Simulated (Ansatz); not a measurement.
Relaxation of a periodic cell of 17 atoms, GaSi16 (host Si, host structure diamond, interstitial Ga), to a largest force component of 0.03 eV/Å in at most 60 steps.

These are results of Ansatz 0.2.0, DFT PBE-D3(BJ), scalar-relativistic, plane waves, PAW, not measurements. Settings: PAW set soft_1, cutoff 420 eV, k mesh 2x2x2, gaussian smearing 0.05 eV, spin collinear.

```xyz
17
Lattice="0.0000 5.4300 5.4300 5.4300 0.0000 5.4300 5.4300 5.4300 0.0000" Properties=species:S:1:pos:R:3
Si 0.000 0.000 0.000
Si 1.357 1.357 1.357
Si 2.715 2.715 0.000
Si 4.072 4.072 1.357
Si 2.715 0.000 2.715
Si 4.072 1.357 4.072
Si 5.430 2.715 2.715
Si 6.787 4.072 4.072
Si 0.000 2.715 2.715
Si 1.357 4.072 4.072
Si 2.715 5.430 2.715
Si 4.072 6.787 4.072
Si 2.715 2.715 5.430
Si 4.072 4.072 6.787
Si 5.430 5.430 5.430
Si 6.787 6.787 6.787
Ga 8.153 8.141 2.674
```

Where does it end, and by what steps?

It converged. Limits of this set-up: coarse k mesh, a small cell, in which the defect meets its images. After 3 steps the energy has fallen by 0.364 eV; Si4 moved furthest, 0.09 Å.

```
step  energy less start (eV)  largest force component (eV/Å)  accepted
   0                  0.0000                           1.114       yes
   1                 -0.3211                           0.404       yes
   2                 -0.3636                           0.050       yes
   3                 -0.3641                           0.018       yes
```

```xyz
17
Lattice="0.0000 5.4300 5.4300 5.4300 0.0000 5.4300 5.4300 5.4300 0.0000" Properties=species:S:1:pos:R:3
Si 0.000 0.001 -0.001
Si 1.308 1.308 1.308
Si 2.716 2.714 -0.031
Si 4.123 4.123 1.307
Si 2.718 -0.031 2.712
Si 4.121 1.309 4.121
Si 5.461 2.712 2.712
Si 6.778 4.082 4.081
Si -0.031 2.717 2.713
Si 1.308 4.122 4.122
Si 2.713 5.461 2.713
Si 4.086 6.774 4.083
Si 2.715 2.715 5.462
Si 4.090 4.089 6.769
Si 5.433 5.428 5.420
Si 6.771 6.770 6.769
Ga 8.144 8.146 2.714
```

Time of the run: 45 s on 2 threads of Arm Neoverse V2, on a shared host, peak memory 0.73 GiB.
